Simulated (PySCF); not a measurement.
Isomers of C3H7Al. Method used: PBE0-D3(BJ)/def2-SVP geometry optimisation, gas phase in PySCF 2.14.0. Energies are electronic, without zero-point or thermal terms, for one conformer each. No frequencies were run at this level. Point groups hold within 0.08 Å.

Task: Rank from lowest to highest electronic energy at this level (kcal/mol).
A. `C=[C](C)[AlH2]`
B. `[AlH2:1][CH:2]1[CH2:3][CH2:4]1` with H–Al1–C2–C3 34° and -145°

Result: A (0.0), B (2.4).

As drawn, the lower has a C=C bond outside aromatic rings, which the higher lacks; the higher has a three-membered ring, which the lower lacks. Neighbours under 2.5 kcal/mol apart (C=[C](C)[AlH2] and [AlH2][CH]1CC1) can change places with a better method, another conformer or zero-point energy.

```
        SMILES      E (Eh)  E rel (kcal/mol)  dipole (D)  point group      A, B, C (MHz)
C=[C](C)[AlH2]  -360.49511               0.0        0.85           Cs   9068, 4169, 2907
[AlH2][CH]1CC1  -360.49124               2.4        0.94           Cs  14917, 3446, 3325
```

Task: How do the relative energies change in single points at PBE0/pcSseg-1 (no added dispersion term) on the same geometries?

Result: 
```csv
SMILES,PBE0-D3(BJ)/def2-SVP (kcal/mol),PBE0/pcSseg-1 (kcal/mol),shift
C=[C](C)[AlH2],0.0,0.0,0.0
[AlH2][CH]1CC1,2.4,3.8,+1.4
```

Each column counts from its own lowest isomer. The order is unchanged; the largest shift is 1.4 kcal/mol.
